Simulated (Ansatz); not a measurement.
Geometry optimisation, UKS PBE0-D4/6-31G (Ansatz 0.2.0).

Input file:

```yaml
crystal:
  periodic: [false, false, false]
  atoms:
    - { symbol: "N", position_ang: [-1.852, 0.5992, 1.4835] }
    - { symbol: Si, position_ang: [-0.6105, -0.5421, 1.1144] }
    - { symbol: Al, position_ang: [0.475, 0.0812, -0.884] }
    - { symbol: "N", position_ang: [2.0288, -0.9723, -1.5262] }
    - { symbol: O, position_ang: [-0.0092, 1.5776, -1.7984] }
    - { symbol: H, position_ang: [-1.4445, 1.5977, 1.5278] }
    - { symbol: H, position_ang: [-2.5022, 0.6668, 0.6417] }
    - { symbol: H, position_ang: [0.3939, -0.5462, 2.2202] }
    - { symbol: H, position_ang: [-1.1927, -1.8585, 0.9897] }
    - { symbol: H, position_ang: [2.6649, -1.0284, -0.7328] }
    - { symbol: H, position_ang: [1.5723, -1.9496, -1.6322] }
    - { symbol: H, position_ang: [0.5532, 2.3193, -1.3697] }
magnetization:
  spin_polarized: true
basis:
  gaussian: { orbitals: "6-31G" }
hamiltonian:
  xc: pbe0
  dispersion: d4
relax:
  f_tol: 0.02
  max_steps: 40
```

Run as:

```bash
$ ansatz run input.yaml --threads 1 --pin off --max-ram 2048MiB --backend cpu --events-out ev --progress --plain --runs-dir out
```

**Question.** Where does it end, and by what steps?

**Answer.** It converged. Limits of this set-up: no polarisation functions. After 24 steps the energy has fallen by 2.270 eV; H10 moved furthest, 1.50 Å.

| step | energy less start (eV) | largest force component (eV/Å) | accepted |
| --- | --- | --- | --- |
| 0 | 0.0000 | 3.958 | yes |
| 1 | -0.8292 | 1.790 | yes |
| 2 | -1.1326 | 1.418 | yes |
| 3 | -1.4129 | 2.022 | yes |
| 4 | -1.7616 | 0.555 | yes |
| 5 | -1.7416 | 0.442 | no |
| 6 | -1.8195 | 0.397 | yes |
| 7 | -1.8543 | 0.202 | yes |
| 8 | -1.8887 | 0.359 | yes |
| 9 | -1.9129 | 1.161 | yes |
| 10 | -2.0176 | 0.492 | yes |
| 11 | -2.0919 | 0.360 | yes |
| 12 | -2.1415 | 0.219 | yes |
| 13 | -2.1334 | 0.442 | no |
| 14 | -2.1689 | 0.240 | yes |
| 15 | -2.1862 | 0.189 | yes |
| 16 | -2.2050 | 0.167 | yes |
| 17 | -2.2295 | 0.197 | yes |
| 18 | -2.2416 | 0.096 | yes |
| 19 | -2.2447 | 0.578 | yes |
| 20 | -2.2613 | 0.097 | yes |
| 21 | -2.2676 | 0.040 | yes |
| 22 | -2.2687 | 0.130 | yes |
| 23 | -2.2696 | 0.031 | yes |
| 24 | -2.2701 | 0.013 | yes |

```xyz
12
Properties=species:S:1:pos:R:3
N -1.824 0.801 1.299
Si -0.694 -0.557 1.249
Al 0.685 -0.025 -0.688
N 1.977 -1.042 -1.400
O 0.273 1.505 -1.360
H -2.572 0.895 1.965
H -1.730 1.559 0.642
H 0.126 -0.701 2.518
H -1.399 -1.891 1.103
H 2.527 -0.796 -2.212
H 2.244 -1.944 -1.032
H 0.465 2.140 -2.049
```

Run time: 2.9 min on 1 thread of Arm Neoverse V2, with other jobs on the host, peak memory 0.22 GiB.
